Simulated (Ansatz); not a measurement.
Cl₂FGeH₃Si, SMILES `F[SiH](Cl)[GeH2][Cl]`, relaxed with RKS PBE-D4/def2-SVP in the Gaussian-basis code of Ansatz from a rough embedded geometry. The force threshold is 0.03 eV/Å; the program also tests the step.

The species carries charge 0 and has multiplicity 1.

Start:

```xyz
8

F     2.072    0.877   -0.629
Si    0.470    1.043   -0.059
Cl    0.500    1.946    1.837
Ge   -0.514   -1.058    0.078
Cl   -0.557   -1.906   -1.897
H    -0.302    1.913   -0.989
H    -1.991   -0.890    0.615
H     0.322   -1.924    1.043
```

```tsv
step	energy (eV)	largest force (eV/Å)	largest move (Å)
1	-92165.7623	1.712	0.000
2	-92165.8659	1.014	0.195
3	-92165.9142	0.528	0.054
4	-92165.9205	0.189	0.048
5	-92165.9234	0.032	0.031
6	-92165.9235	0.032	0.014
7	-92165.9238	0.009	0.016
```

End:

```xyz
8

F     2.034    0.897   -0.554
Si    0.479    1.092   -0.085
Cl    0.465    1.984    1.790
Ge   -0.523   -1.065    0.136
Cl   -0.616   -1.888   -1.892
H    -0.194    2.001   -1.068
H    -1.976   -0.991    0.673
H     0.329   -2.030    0.999
```

Run time 9 s (4 threads of an Arm Neoverse V2 on a shared host); peak host memory 0.18 GiB.
